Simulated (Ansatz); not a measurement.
F2H2Se2Si (`F[Si](F)([SeH])[SeH]`), 7 atoms. Charge 0, multiplicity 1. Correlated methods include outer-core shells of Se, which these sets cover unevenly. Scalar relativity is left out up to krypton. All runs use 4 threads of an Intel Xeon Platinum 8175M on a shared host. Correlated methods freeze the cores.

Task: How many basis functions does each run have, and how long does it take in Ansatz? RKS B3LYP-D4/def2-TZVPP energy and forces; RKS PBE0-D4/def2-TZVP relaxation (6 steps); RKS PBE0-D4/def2-QZVPP energy; RKS ωB97M-V/def2-SVP energy; RHF-CCSD(T)/def2-SVP energy; RKS PBE0-D4/def2-TZVP frequencies; RKS BLYP-D4/def2-TZVPP energy; RKS PBE0-D4/def2-SVP energy; RKS ωB97M-V/def2-QZVPP energy; RKS revPBE-D4/def2-TZVPP energy; RHF-CCSD(T)/def2-TZVPP energy; RHF-MP2/def2-QZVPP energy. (Best estimate.)

Result: Ansatz gave: Other jobs shared the machine, so times are rough.

```
                   level                   job  functions  wall time  peak host memory (GiB)
    RKS PBE0-D4/def2-SVP                energy        120      1.5 s                    0.45
  RKS BLYP-D4/def2-TZVPP                energy        228      1.8 s                    0.36
RKS revPBE-D4/def2-TZVPP                energy        228      1.8 s                    0.36
    RKS ωB97M-V/def2-SVP                energy        120      4.8 s                    0.46
 RKS B3LYP-D4/def2-TZVPP     energy and forces        228      4.8 s                     0.9
    RHF-CCSD(T)/def2-SVP                energy        120        8 s                    0.63
  RKS PBE0-D4/def2-QZVPP                energy        422       11 s                     2.1
  RKS ωB97M-V/def2-QZVPP                energy        422       18 s                     2.4
      RHF-MP2/def2-QZVPP                energy        422       20 s                     2.3
   RKS PBE0-D4/def2-TZVP  relaxation (6 steps)        207       27 s                    0.77
  RHF-CCSD(T)/def2-TZVPP                energy        228    2.2 min                     4.1
   RKS PBE0-D4/def2-TZVP           frequencies        207    2.3 min                    0.78
```

B3LYP here is the variant with VWN-RPA as its local correlation; programs differ in this.
